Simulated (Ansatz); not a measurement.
A series at Si: from `S[SiH](S)S`, ligands are replaced one by one, each step taking up H₂ and setting free H₂S; n counts the steps. Ansatz, PBE0-D4/def2-TZVP geometries. Each molecule was computed in one conformer, which needn't be the lowest.

CBS adds triple-zeta CCSD(T) − MP2 to the MP2 limit, frozen cores; atoms without spin–orbit coupling. 

```
n      molecule  atomization energy, CCSD(T)/CBS (kJ/mol)
0  `S[SiH](S)S`                                    2412.6
1    `S[SiH2]S`                                         ?
2     `[SiH3]S`                                    1706.0
3          SiH₄                                    1362.7
```

By hand: fit a straight line y = ȳ + b (n − n̄) to the 3 given rows and predict n = 1.

n̄ = 1.667, ȳ = 1827.10; Σ(n − n̄)(y − ȳ) = -1635.40, Σ(n − n̄)² = 4.667, so b = -350.42 kJ/mol a step. Prediction: 1827.10 + (-350.42) × (-0.667) = 2060.8 kJ/mol.

By hand: compare with the computed value, 2056.4 kJ/mol, and give the steps along the whole series.

The line misses by -4.4 kJ/mol (computed minus predicted). Steps: -356.2, -350.4, -343.3 kJ/mol.

The steps differ by up to 12.9 kJ/mol, small against a whole step but well beyond the method's doubt, so the ligands' effects don't simply add. The miss is 0.4 % of the series' range. The energies themselves are unsure by some kJ/mol a bond, though much of that is common to the series.
